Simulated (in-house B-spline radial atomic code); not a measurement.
A run on an ion of nuclear charge 66 with 66.2 electrons that did not converge. Method: scalar-relativistic (X2C) wB97X, spin-polarised, spherical fractional occupations, Fermi nucleus of rms radius 5.2218 fm; computed with a B-spline radial code for spherical atoms.

Command:
```bash
python run_scf.py task.json out
```
Settings (nuclear radius in fm, mass in u):
```
Z                66
configuration    [Xe] 4f10.2 6s2
hamiltonian      x2c
method           wb97x
spin_polarised   True
nucleus          fermi
rms_radius       5.2218
atomic_mass      163.92918
speed_of_light   137.035999084
```

First and last ten iterations of the last attempt (damped for 15 steps, keeping 80 % of the old Fock matrix, then DIIS):
```
 iter        energy (Eh)    residual
    1      -12103.091589    7.84e-01
    2      -12109.641829    1.37e+00
    3      -12132.752106    8.85e-01
    4      -12145.276601    5.49e-01
    5      -12151.630996    3.56e-01
    6      -12154.629155    2.33e-01
    7      -12155.953542    1.60e-01
    8      -12156.520554    1.05e-01
    9      -12156.772616    6.91e-02
   10      -12156.896942    5.35e-02
  111      -12157.083320    7.79e-04
  112      -12157.083306    5.36e-04
  113      -12157.083301    4.82e-04
  114      -12157.083238    4.64e-04
  115      -12157.083245    4.71e-04
  116      -12157.083205    8.25e-04
  117      -12157.083224    5.36e-04
  118      -12157.083048    1.16e-03
  119      -12157.083277    7.79e-04
  120      -12157.083295    5.72e-04
 not converged after 120 iterations
```

The smallest residual met was 3.8e-04; the threshold is about 7e-07. No energy from this run should be used. Cost of the run: 38 s on 1 thread of Arm Neoverse V1 (shared host).
